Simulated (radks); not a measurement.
Species: Zn13+. Configuration: [Ne] 3s2 3p4 6s1 (not the ground configuration).

Method: scalar-relativistic Kohn-Sham, r2SCAN, spin-polarised, spherical densities, finite nucleus; open shells are filled with parallel spins first; meta-GGA in the generalised Kohn-Sham scheme; Fermi nuclear charge, rms radius 3.9283 fm; computed with a radial shooting solver on a logarithmic mesh with Libxc functionals.

Energy parts (eV):
| part | energy |
|---|---|
| total | -46441.164 |
| kinetic | 47239.416 |
| electron-nucleus | -104030.581 |
| Hartree | 11906.066 |
| exchange-correlation | -1556.066 |

Orbitals (lengths in bohr, moments of r in powers of bohr; <r^-3> diverges for s and p1/2):
orbital  occ.  eigenvalue (eV)  <r^-3>     <r^2>
1s up       1        -10018.62       -  0.003409
1s down     1        -10015.87       -  0.003407
2s up       1        -1628.842       -   0.05927
2s down     1        -1627.738       -   0.05916
2p up       3        -1474.055   804.3   0.04726
2p down     3        -1471.514   802.6   0.04725
3s up       1        -519.7944       -    0.3969
3s down     1        -510.9094       -    0.4005
3p up       3        -470.1243   155.1    0.3961
3p down     1        -461.2332   154.0    0.3998
6s up       1         -90.9127       -     10.53

The highest occupied level is 6s up at -90.913 eV. The electron density at the nucleus is 2.547e+04 e/bohr^3 (large components only). Summed over all electrons, <r^2> = 13.33 bohr^2, which gives a Langevin (diamagnetic) susceptibility term of -10.6 x 10^-6 cm^3/mol. The density falls to 0.001 e/bohr^3 at r = 4.20 bohr. The spin density at the nucleus is 18.30 e/bohr^3 (1s -3.83, 2s 1.81, 3s 3.28, 6s 17.05). Spin moment in Bohr magnetons: 3.
